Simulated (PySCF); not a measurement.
C7H8OS.
SMILES with atom numbers: `[CH:1]#[C:2][C@@H:3]([C:4]#[C:5][CH3:6])[S@:7]([CH3:8])=[O:9]` (hydrogens: H10 on C1; H11 on C3; H12, H13, H14 on C6; H15, H16, H17 on C8)

Structure used (GFN2-xTB), in Å, numbered top down from 1:
```
atom  x, y, z in Å
C1    -0.3651    3.3059   -0.8098
C2    -0.4855    2.1177   -0.7283
C3    -0.6241    0.6887   -0.5989
C4     0.6378    0.0580   -0.3119
C5     1.6943   -0.4396   -0.0359
C6     2.9707   -1.0447    0.2685
S7    -1.8359    0.3698    0.8467
C8    -1.8405   -1.4648    0.6099
O9    -3.1345    0.8285    0.3645
H10   -0.2681    4.3462   -0.8977
H11   -1.1106    0.2661   -1.4826
H12    3.4906   -1.3003   -0.6545
H13    2.8292   -1.9508    0.8576
H14    3.5827   -0.3452    0.8370
H15   -2.4619   -1.8911    1.3910
H16   -2.2627   -1.7023   -0.3607
H17   -0.8235   -1.8299    0.6950
```

A PySCF run (density fitting, gas phase, GFN2-xTB geometry) gave HOMO -5.71 eV, LUMO -1.42 eV, dipole 4.26 D and E = -752.702 Eh.

Problem. Which of these levels was it?
A. KT3/def2-SVPD
B. mPW1PW91/pcSseg-1
C. PBE0/IGLO-II
D. CAM-B3LYP/6-311G**
E. LC-wPBE/MINI

Solution. A. It is KT3/def2-SVPD. All candidates on this geometry:

| level and settings | kind | basis functions | SCF cycles | E (Eh) | HOMO (eV) | LUMO (eV) | dipole (D) |
| --- | --- | --- | --- | --- | --- | --- | --- |
| KT3/def2-SVPD | GGA | 254 | 18 | -752.7022 | -5.71 | -1.42 | 4.26 |
| mPW1PW91/pcSseg-1, fitting basis def2-qzvpp-jkfit | global hybrid | 200 | 12 | -744.6536 | -6.79 | -0.43 | 4.46 |
| PBE0/IGLO-II, grid level 3, start guess sap | global hybrid | 259 | 16 | -744.3094 | -6.75 | -0.34 | 4.37 |
| CAM-B3LYP/6-311G**, start guess atom, energy threshold 1e-07 Eh | range-separated hybrid | 218 | 10 | -744.7036 | -7.99 | 0.80 | 4.61 |
| LC-wPBE/MINI | range-separated hybrid | 57 | 15 | -739.5066 | -9.91 | 0.14 | 2.92 |

The nearest other candidate, by the summed differences of HOMO and LUMO, is mPW1PW91/pcSseg-1: its HOMO differs by -1.08 eV and its LUMO by +0.99 eV. Cycle counts include a coarse-grid stage where the run had one. All basis functions are spherical, in the Pople sets too. KT3 was designed for NMR shieldings or shifts; total energies of different functionals aren't comparable.
